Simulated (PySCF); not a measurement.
Species: C5H4OS.
Numbering: `[O:1]=[CH:2][c:3]1[cH:4][cH:5][cH:6][s:7]1` (hydrogens: H8 on C2; H9 on C4; H10 on C5; H11 on C6)

Computed by this run: PBE0-D3(BJ)/def2-TZVP geometry optimisation, gas phase in PySCF; density fitting, grid level 2; the optimiser is geomeTRIC in internal coordinates, started from a GFN2-xTB structure with every atom displaced at random (about 0.01 Å).

The end geometry, which sets the zero of energy:
```
atom  x, y, z in Å
O1      1.6863   -2.2716   -0.8042
C2      0.5266   -2.0004   -0.6113
C3      0.0566   -0.6850   -0.1980
C4      0.8057    0.4375    0.0627
C5      0.0173    1.5392    0.4372
C6     -1.3210    1.2406    0.4533
S7     -1.6176   -0.3727    0.0257
H8     -0.2673   -2.7645   -0.7445
H9      1.8840    0.4379   -0.0213
H10     0.4103    2.5159    0.6850
H11    -2.1422    1.8968    0.6999
```

Question: These geometries come from the run, each turned onto the end geometry. Order them by energy, lowest first.
A.
```
atom  x, y, z in Å
O1      1.6789   -2.2794   -0.8563
C2      0.5321   -2.0012   -0.6027
C3      0.0592   -0.6871   -0.1864
C4      0.8039    0.4387    0.0736
C5      0.0177    1.5447    0.4397
C6     -1.3195    1.2404    0.4450
S7     -1.6162   -0.3758    0.0274
H8     -0.2660   -2.7635   -0.7230
H9      1.8827    0.4381   -0.0032
H10     0.4089    2.5223    0.6875
H11    -2.1432    1.8967    0.6828
```
B.
```
atom  x, y, z in Å
O1      1.6610   -2.1595   -0.9832
C2      0.5300   -2.0077   -0.5945
C3      0.0443   -0.7124   -0.1384
C4      0.7969    0.4144    0.1051
C5      0.0212    1.5367    0.4328
C6     -1.3207    1.2532    0.4273
S7     -1.6297   -0.3775    0.0699
H8     -0.2333   -2.8094   -0.6873
H9      1.8843    0.3936    0.0647
H10     0.4240    2.5126    0.6639
H11    -2.1392    1.9299    0.6241
```
C.
```
atom  x, y, z in Å
O1      1.6771   -2.2191   -0.8689
C2      0.5238   -2.0107   -0.5809
C3      0.0548   -0.6931   -0.1738
C4      0.8084    0.4292    0.0762
C5      0.0192    1.5349    0.4355
C6     -1.3212    1.2439    0.4416
S7     -1.6206   -0.3742    0.0354
H8     -0.2628   -2.7796   -0.7362
H9      1.8877    0.4247    0.0012
H10     0.4139    2.5119    0.6792
H11    -2.1416    1.9059    0.6751
```
D.
```
atom  x, y, z in Å
O1      1.6729   -2.3537   -0.8700
C2      0.5469   -1.9756   -0.6546
C3      0.0634   -0.6752   -0.2034
C4      0.8112    0.4462    0.0663
C5      0.0083    1.5352    0.4437
C6     -1.3314    1.2441    0.4552
S7     -1.6168   -0.3567   -0.0216
H8     -0.2507   -2.7462   -0.6360
H9      1.8917    0.4488   -0.0009
H10     0.3982    2.5094    0.7049
H11    -2.1552    1.8976    0.7007
```

Answer: A (0.007 eV), C (0.026 eV), B (0.047 eV), D (0.098 eV).

In the order of the answer:

```tsv
step	E above end (eV)	largest force (eV/Å)	rms force component (eV/Å)	rms distance from end (Å)	rms bond change (Å)	bond most changed (Å)
5	0.007	0.34	0.086	0.020	0.000	C2–C3 +0.001
4	0.026	0.85	0.177	0.032	0.000	C2–H8 +0.001
1	0.047	0.76	0.191	0.085	0.003	C4–H9 +0.007
2	0.098	1.57	0.370	0.053	0.001	C2–C3 +0.002
```

The cost below is that of the whole optimisation. Time: 4.1 min of wall time; peak memory 1.1 GiB. Hardware: an Arm Neoverse V1 with one thread, on a shared host.
